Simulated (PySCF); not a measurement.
ethylenediamine (C2H8N2), singlet, geometry from GFN2-xTB; B3LYP/def2-SV(P) (PySCF).

The PySCF input:
```python
from pyscf import gto, scf, dft

mol = gto.M(
    atom='''
N     1.803892    0.386268   -0.224428
C     0.556944    0.177002    0.492213
C    -0.554922   -0.184469   -0.491756
N    -1.759348   -0.550724    0.234509
H     2.552318    0.599947    0.425329
H     1.714755    1.170961   -0.862384
H     0.238868    1.053641    1.084956
H     0.696963   -0.659102    1.180802
H    -0.234142   -1.049638   -1.076059
H    -0.702784    0.659142   -1.189946
H    -2.493257   -0.818000   -0.411963
H    -2.096663    0.239043    0.775954
''',
    basis='def2-sv(p)',
    charge=0,
    spin=0,
    verbose=4,
)

mf = dft.RKS(mol)
mf.xc = 'b3lyp'
mf.grids.radi_method = dft.radi.delley
mf.kernel()
```

It wrote (shortened):

```
PySCF version 2.14.0

[INPUT] verbose = 4
[INPUT] num. atoms = 12
[INPUT] num. electrons = 34
[INPUT] charge = 0
[INPUT] spin (= nelec alpha-beta = 2S) = 0
[INPUT] symmetry False subgroup None
[INPUT] Mole.unit = angstrom
[INPUT] Symbol           X                Y                Z      unit          X                Y                Z       unit  Magmom
[INPUT]  1 N      1.803892000000   0.386268000000  -0.224428000000 AA    3.408861838294   0.729940730683  -0.424107454684 Bohr   0.0
[INPUT]  2 C      0.556944000000   0.177002000000   0.492213000000 AA    1.052471626720   0.334485303500   0.930147764951 Bohr   0.0
[INPUT]  3 C     -0.554922000000  -0.184469000000  -0.491756000000 AA   -1.048650600496  -0.348595888472  -0.929284160112 Bohr   0.0
[INPUT]  4 N     -1.759348000000  -0.550724000000   0.234509000000 AA   -3.324685877801  -1.040717530225   0.443157783746 Bohr   0.0
[INPUT]  5 H      2.552318000000   0.599947000000   0.425329000000 AA    4.823182002798   1.133735519254   0.803755322835 Bohr   0.0
[INPUT]  6 H      1.714755000000   1.170961000000  -0.862384000000 AA    3.240417320729   2.212795592547  -1.629669574207 Bohr   0.0
[INPUT]  7 H      0.238868000000   1.053641000000   1.084956000000 AA    0.451395099923   1.991092923613   2.050269697204 Bohr   0.0
[INPUT]  8 H      0.696963000000  -0.659102000000   1.180802000000 AA    1.317069188955  -1.245522268153   2.231392387339 Bohr   0.0
[INPUT]  9 H     -0.234142000000  -1.049638000000  -1.076059000000 AA   -0.442464254258  -1.983528349936  -2.033456803873 Bohr   0.0
[INPUT] 10 H     -0.702784000000   0.659142000000  -1.189946000000 AA   -1.328069284726   1.245597857198  -2.248672043022 Bohr   0.0
[INPUT] 11 H     -2.493257000000  -0.818000000000  -0.411963000000 AA   -4.711572888155  -1.545795969894  -0.778497243454 Bohr   0.0
[INPUT] 12 H     -2.096663000000   0.239043000000   0.775954000000 AA   -3.962118845509   0.451725801994   1.466340545261 Bohr   0.0

nuclear repulsion = 132.411924682147
number of shells = 40
number of NR pGTOs = 128
number of NR cGTOs = 72
basis = def2-sv(p)
ecp = {}

******** <class 'pyscf.dft.rks.RKS'> ********
method = RKS
initial guess = minao
damping factor = 0
level_shift factor = 0
DIIS = <class 'pyscf.scf.diis.CDIIS'>
diis_start_cycle = 1
diis_space = 8
diis_damp = 0
SCF conv_tol = 1e-09
SCF conv_tol_grad = None
SCF max_cycles = 50
direct_scf = True
direct_scf_tol = 1e-13
XC library pyscf.dft.libxc version 7.1.2
    S. Lehtola, C. Steigemann, M. J. T. Oliveira, and M. A. L. Marques,  SoftwareX 7, 1–5 (2018)
XC functionals = b3lyp
    P. J. Stephens, F. J. Devlin, C. F. Chabalowski, and M. J. Frisch,  J. Phys. Chem. 98, 11623 (1994)
radial grids: B. Delley radial grids. Ref. JCP 104, 9848 (1996); DOI:10.1063/1.471749. log2 algorithm
becke partition: Becke, JCP 88, 2547 (1988); DOI:10.1063/1.454033
pruning grids: <function nwchem_prune>
grids dens level: 3
symmetrized grids: False
atomic radii adjust function: <function treutler_atomic_radii_adjust>
small_rho_cutoff = 0
Set gradient conv threshold to 3.16228e-05
Initial guess from minao.
tot grids = 146240
init E= -190.56680529641
  HOMO = -0.293715365651265  LUMO = 0.0141332503488161  gap/eV = 8.37699
cycle= 1 E= -190.286862990319  delta_E= 0.28  |g|= 0.493  |ddm|= 3.21
  HOMO = -0.136724748071885  LUMO = 0.0703271665873588  gap/eV = 5.63417
cycle= 2 E= -190.255544235072  delta_E= 0.0313  |g|= 0.627  |ddm|= 1.17
  HOMO = -0.224066740206771  LUMO = 0.0529233940712821  gap/eV = 7.53729
cycle= 3 E= -190.34475812673  delta_E= -0.0892  |g|= 0.0384  |ddm|= 0.671
  HOMO = -0.223575202766563  LUMO = 0.053504310311403  gap/eV = 7.53972
cycle= 4 E= -190.345011992194  delta_E= -0.000254  |g|= 0.0151  |ddm|= 0.0503
  HOMO = -0.223580206279315  LUMO = 0.0537954759508792  gap/eV = 7.54778
cycle= 5 E= -190.345061607191  delta_E= -4.96e-05  |g|= 0.00459  |ddm|= 0.0176
  HOMO = -0.223704861044307  LUMO = 0.0536053619404608  gap/eV = 7.54600
cycle= 6 E= -190.345066642134  delta_E= -5.03e-06  |g|= 0.000454  |ddm|= 0.00464
  HOMO = -0.223708683860486  LUMO = 0.0536337597000105  gap/eV = 7.54687
cycle= 7 E= -190.345066698909  delta_E= -5.68e-08  |g|= 4.65e-05  |ddm|= 0.000828
  HOMO = -0.22371385828153  LUMO = 0.0536294713513521  gap/eV = 7.54690
cycle= 8 E= -190.345066699549  delta_E= -6.4e-10  |g|= 9.62e-06  |ddm|= 0.000112
  HOMO = -0.223713007899852  LUMO = 0.0536299262800046  gap/eV = 7.54689
Extra cycle  E= -190.345066699565  delta_E= -1.64e-11  |g|= 5.96e-06  |ddm|= 2.17e-05
converged SCF energy = -190.345066699565
```
